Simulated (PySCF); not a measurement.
[GeCl5]-, singlet: computed properties

These are results of B3LYP in PySCF with Ge def2-SVPD, Cl def2-SVPD; no relativity; density-fitted integrals, not measurements.

The structure is a minimum.

```xyz
6
charge -1 multiplicity 1, angstrom
Ge    0.0000    0.0000    0.0000
Cl    0.0000   -0.0045    2.2431
Cl    2.3262    0.0000    0.0000
Cl    0.0000    1.9449   -1.1177
Cl   -2.3262    0.0000    0.0000
Cl    0.0000   -1.9404   -1.1255
```

```
Point group                                                                   : D3h
Bond lengths                                                                  : Ge–Cl 2.243 Å (×3), Ge–Cl 2.326 Å (×2)
Bond angles                                                                   : Cl–Ge–Cl 90.0° (×6), Cl–Ge–Cl 120.0° (×3), Cl–Ge–Cl 180.0°
Dipole moment about the centre of mass                                        : 0.00 D
Rotational constants                                                          : 0.03194, 0.02624, 0.02624 cm⁻¹
Heat capacity Cp at 298.15 K                                                  : 122.8 J/(mol K)
Enthalpy at 298.15 K above 0 K                                                : 27.08 kJ/mol
Rotational symmetry number                                                    : 6
Principal polarisabilities                                                    : 113.8, 113.8, 128.0 bohr³
Entropy at 298.15 K and 1 bar                                                 : 403.4 J/(mol K)
Highest occupied level                                                        : -4.00 eV
Zero-point energy                                                             : 15.8 kJ/mol
Principal quadrupole moments (Buckingham, traceless) about the centre of mass : -10.25, 5.12, 5.12 D Å
Lowest empty level                                                            : 0.54 eV
```

Harmonic modes (masses in u: Ge 73.921, Cl 34.969):
| symmetry | ω (cm⁻¹) | IR (km/mol, summed over degenerate members) | μ (u) |
| --- | --- | --- | --- |
| e' | 61 | 0.2 | 35.09 |
| e' | 186 | 18.2 | 40.64 |
| e'' | 186 | 0.0 | 34.97 |
| a2'' | 198 | 28.7 | 42.12 |
| a1' | 228 | 0.0 | 34.97 |
| a2'' | 310 | 160 | 43.74 |
| a1' | 318 | 0.0 | 34.97 |
| e' | 364 | 215 | 45.25 |

In D3h the vibrations span 3e' + e'' + 2a2'' + 2a1'. The a1', e'' modes carry no infrared intensity, as symmetry demands.

Charges (e); Mulliken and Löwdin values are unreliable with diffuse functions:
```
   atom  Mulliken  Löwdin  polar tensor  Mayer order to Ge1
    Ge1      1.85   -0.20          2.23                   –
Cl2,4,6     -0.52   -0.13         -0.62                0.66
  Cl3,5     -0.64   -0.21         -0.68                0.60
```

Mulliken populations on Ge1: s 6.73, p 13.13, d 10.29.

Outer orbital energies (eV). occupied: -5.44, -5.05, -4.92, -4.65, -4.39, -4.39, -4.00, -4.00; empty: 0.54, 3.50, 3.63, 3.63.

Counting electrons, germanium keeps none of its valence electrons outside its bonds, so the VSEPR class is AX5 and the expected shape is trigonal bipyramidal (D3h), as computed.

Other isomers or separated fragments may lie lower. The lowest empty level of this anion is unbound, so it and the gap depend on the basis.

The final relaxation and frequency run took 3.1 min on 4 threads of a shared Arm Neoverse V2 host, with 173 basis functions and 11 gradients; the process peaked at 2.3 GiB. Launch command: `OMP_NUM_THREADS=4 python axn.py task.json out`.
